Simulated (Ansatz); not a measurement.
CHF (SMILES [CH]F), charge 0, multiplicity 1, relaxed at each level with Ansatz (an electronic-structure program); harmonic frequencies from differences of analytic forces, average atomic masses, frozen cores.

| mode | r2SCAN/def2-TZVPP (cm⁻¹) | B3LYP/def2-TZVPP (cm⁻¹) | wB97X-V/def2-TZVPP (cm⁻¹) | MP2/cc-pVTZ (cm⁻¹) | CCSD(T)/cc-pVDZ (cm⁻¹) | CCSD(T)/cc-pVTZ (cm⁻¹) |
|---|---|---|---|---|---|---|
| 1 | 1205 | 1205 | 1243 | 1253 | 1212 | [?] |
| 2 | 1442 | 1441 | 1446 | 1464 | 1430 | [?] |
| 3 | 2713 | 2766 | 2816 | 2869 | 2760 | [?] |

Question: Modes are in rising order at each level. What belongs in the gaps?

Answer: 
- 3, CCSD(T)/cc-pVTZ (cm⁻¹): 2776
- 1, CCSD(T)/cc-pVTZ (cm⁻¹): 1230
- 2, CCSD(T)/cc-pVTZ (cm⁻¹): 1439

Doubts at one or more of the structures used: a restricted determinant that unrestricted orbitals would lower (MP2/cc-pVTZ, CCSD(T)/cc-pVDZ, CCSD(T)/cc-pVTZ).
